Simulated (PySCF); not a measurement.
Isomers of C3H11ClOSi3, mass 181.981 u with the commonest isotopes. Theory: PBE0/pcSseg-1 in PySCF (dipole) on a GFN2-xTB geometry, gas phase. One conformer each, none proved a minimum here; rigid rotors.

Question: Order these by radius of gyration √(Σ m r²/M), smallest first.
A. `[SiH3:1][CH2:2][C@@H:3]1[CH2:4][SiH2:5][O:6][Si@@H:7]1[Cl:8]` with Si1–C2–C3–C4 -170°, C2–C3–C4–Si5 -158°, C3–C4–Si5–O6 24°, C4–Si5–O6–Si7 -7°, Si5–O6–Si7–Cl8 109°
B. `[CH2:1]=[C:2]([Cl:3])[SiH2:4][O:5][SiH2:6][SiH2:7][CH3:8]` with C1–C2–Si4–O5 -125°, O5–Si6–Si7–C8 -169°
C. `[CH3:1][C:2](=[O:3])[Si:4]([SiH3:5])([SiH3:6])[CH2:7][Cl:8]` with C1–C2–Si4–Si5 -65°, C2–Si4–C7–Cl8 -178°

Answer: A (2.326 Å), C (2.391 Å), B (2.534 Å).

Question: Order these by out-of-plane moment Σ m c² = (Ia + Ib − Ic)/2, smallest first.
A. `[CH2:1]=[C:2]([Cl:3])[SiH2:4][O:5][SiH2:6][SiH2:7][CH3:8]` with C1–C2–Si4–O5 -125°, O5–Si6–Si7–C8 -169°
B. `[CH3:1][C:2](=[O:3])[Si:4]([SiH3:5])([SiH3:6])[CH2:7][Cl:8]` with C1–C2–Si4–Si5 -65°, C2–Si4–C7–Cl8 -178°
C. `[SiH3:1][CH2:2][C@@H:3]1[CH2:4][SiH2:5][O:6][Si@@H:7]1[Cl:8]` with Si1–C2–C3–C4 -170°, C2–C3–C4–Si5 -158°, C3–C4–Si5–O6 24°, C4–Si5–O6–Si7 -7°, Si5–O6–Si7–Cl8 109°

Answer: A (42.63 u·Å²), C (66.11 u·Å²), B (228.37 u·Å²).

Question: Order these by rotational constant A, smallest first.
A. `[CH2:1]=[C:2]([Cl:3])[SiH2:4][O:5][SiH2:6][SiH2:7][CH3:8]` with C1–C2–Si4–O5 -125°, O5–Si6–Si7–C8 -169°
B. `[SiH3:1][CH2:2][C@@H:3]1[CH2:4][SiH2:5][O:6][Si@@H:7]1[Cl:8]` with Si1–C2–C3–C4 -170°, C2–C3–C4–Si5 -158°, C3–C4–Si5–O6 24°, C4–Si5–O6–Si7 -7°, Si5–O6–Si7–Cl8 109°
C. `[CH3:1][C:2](=[O:3])[Si:4]([SiH3:5])([SiH3:6])[CH2:7][Cl:8]` with C1–C2–Si4–Si5 -65°, C2–Si4–C7–Cl8 -178°

Answer: C (1005 MHz), B (1389 MHz), A (1480 MHz).

| SMILES | point group | Ia (u·Å²) | Ib (u·Å²) | Ic (u·Å²) | κ | μa (D) | μb (D) | μc (D) |
| --- | --- | --- | --- | --- | --- | --- | --- | --- |
| [SiH3]C[C@@H]1C[SiH2]O[Si@@H]1Cl | C1 | 363.87 | 686.44 | 918.10 | -0.56 | 0.30 | 2.46 | 0.52 |
| C=C(Cl)[SiH2]O[SiH2][SiH2]C | C1 | 341.42 | 870.18 | 1126.34 | -0.74 | 0.27 | 0.55 | 0.75 |
| CC(=O)[Si]([SiH3])([SiH3])CCl | – | 502.65 | 766.19 | 812.11 | -0.81 | 1.80 | 0.13 | 1.68 |
